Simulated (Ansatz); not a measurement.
Program: Ansatz 0.2.0.

A structure relaxed at PBE0-D4/def2-TZVP, charge 0, multiplicity 1:

```
atom    x (Å)    y (Å)    z (Å)
  F1  -1.5134   0.6578  -2.9250
 In2  -0.6429   0.2788  -1.2492
  C3   0.8315  -0.4649   0.0714
  C4  -0.3575   0.2590   0.8464
  H5   1.7984   0.0274   0.1432
  H6   0.9271  -1.5321   0.2571
  H7  -0.0806   1.1643   1.3814
  H8  -0.9624  -0.3904   1.4747
```

(1) Give its formula and SMILES.

(2) Point group (tolerance 0.08 Å, 0.16 Å for H)?

(3) Summarise the bond lengths by kind.

Answers

(1) C2H4FIn, `[F][In]1[CH2][CH2]1`.

(2) C2v.

(3) 1 × F–In 1.926 Å; 2 × C–In 2.114 to 2.115 Å; 1 × C–C 1.593 Å; 4 × C–H 1.087 Å.
